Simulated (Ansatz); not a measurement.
Nb3S6. Total charge 0; doublet. Geometry r2SCAN-D4/def2-SVP; atoms count from 1.

```csv
atom,x (Å),y (Å),z (Å)
Nb1,0.825,-0.266,-0.907
Nb2,-1.861,0.442,-0.106
Nb3,0.230,0.085,1.904
S4,2.244,-0.725,-2.481
S5,1.684,1.418,0.799
S6,-0.577,1.804,-1.375
S7,-2.062,0.653,2.266
S8,-1.375,-1.512,-1.140
S9,0.892,-1.899,1.040
```

In the def2 sets Nb takes a core potential; there is no spin–orbit coupling.

Q: Estimate the Mulliken populations from the PBE0/def2-TZVP orbitals of Ansatz.

A: 
| atom | charge (e) | spin (α − β) | d electrons |
| --- | --- | --- | --- |
| Nb1 | 0.58 | 0.23 | 3.28 |
| Nb2 | 0.88 | 0.43 | 3.33 |
| Nb3 | 0.88 | 0.41 | 3.33 |
| S4 | -0.41 | 0.02 | – |
| S5 | -0.34 | -0.03 | – |
| S6 | -0.33 | -0.03 | – |
| S7 | -0.59 | 0.03 | – |
| S8 | -0.34 | -0.03 | – |
| S9 | -0.34 | -0.03 | – |
Mulliken values depend strongly on the basis.

Q: Where does the spin sit?

A: Summed by element: Nb 1.07, S -0.07, of 1 unpaired in all. Largest on single atoms: Nb2 0.43, Nb3 0.41, Nb1 0.23.

Q: And the Mayer bond orders between heavy atoms (over 0.3)?

A: Nb1–Nb2 0.43 (2.89 Å); Nb1–Nb3 0.43 (2.89 Å); Nb1–S4 2.06 (2.17 Å); Nb1–S5 0.79 (2.55 Å); Nb1–S6 0.79 (2.54 Å); Nb1–S8 0.80 (2.54 Å); Nb1–S9 0.80 (2.54 Å); Nb2–Nb3 0.89 (2.92 Å); Nb2–S6 1.50 (2.26 Å); Nb2–S7 1.04 (2.39 Å); Nb2–S8 1.49 (2.26 Å); Nb3–S5 1.50 (2.26 Å); Nb3–S7 1.04 (2.39 Å); Nb3–S9 1.50 (2.26 Å).
